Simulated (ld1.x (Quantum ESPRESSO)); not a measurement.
Results of a calculation; reference values are marked as such.
## Potentials for O compared

Generated with ld1.x 7.5 (TM, RRKJ, ultrasoft, PAW), atompaw 4.2 or ONCVPSP 4.0.1. The cutoff is in Ry: for ld1.x and atompaw files where the sum of valence levels is converged to 10 mRy in a Bessel basis, for ONCV files where the hardest occupied wave has 1 mHa per electron of residual kinetic energy. The error is the largest all-electron minus pseudo excitation energy over each file’s own four to seven test configurations (ionisations up to +4, promotions, holes and added fractions of an electron), all of which were solved. The labels leave out finer settings (local radius, basis sizes, second energies), which also bear on the numbers. Spin-polarised tests are not counted. The rows are a selection from randomly drawn settings: files with unsolved tests, undetermined cutoffs or missed reference levels are left out.

| potential | cutoff (Ry) | largest error (meV) | bound ghosts |
| --- | --- | --- | --- |
| PAW, BP86, scalar-relativistic, rc 1.24/0.95 (sp), local smoothed, core correction yes, reference 2s1.5 2p4.5 | 80 | -2.3 | none |
| ultrasoft, PBEsol, scalar-relativistic, rc 0.70/1.05/0.80 (spd), local d, core correction yes, reference 2s1 2p5 | 70 | -362 | none |
| ultrasoft, PBEsol, scalar-relativistic, rc 0.95/1.80/1.55 (spd), local smoothed, core correction no, reference 2s2 2p4 | 21 | +534 | none |
| PAW, PBEsol, scalar-relativistic, rc 1.00/1.40/1.15 (spd), local smoothed, core correction yes, reference 2s2 2p4 | 35 | -64 | none |

Fill in the row for O: ultrasoft, PBE, scalar-relativistic, rc 0.80/2.00/1.90 (spd), local smoothed, core correction yes, reference 2s2 2p3.5.

cutoff 45 Ry, largest error +321 meV, bound ghosts: none.

Fill in the row for O: PAW, PBE, scalar-relativistic, rc 0.65/1.80 (sp), local smoothed, core correction yes, reference 2s2 2p2.

cutoff 90 Ry, largest error -66 meV, bound ghosts: none.

Fill in the row for O: PAW, PBE, scalar-relativistic, rc 1.00/1.15 (sp), local smoothed, core correction yes, reference 2s2 2p3.5.

cutoff 50 Ry, largest error -15 meV, bound ghosts: none.
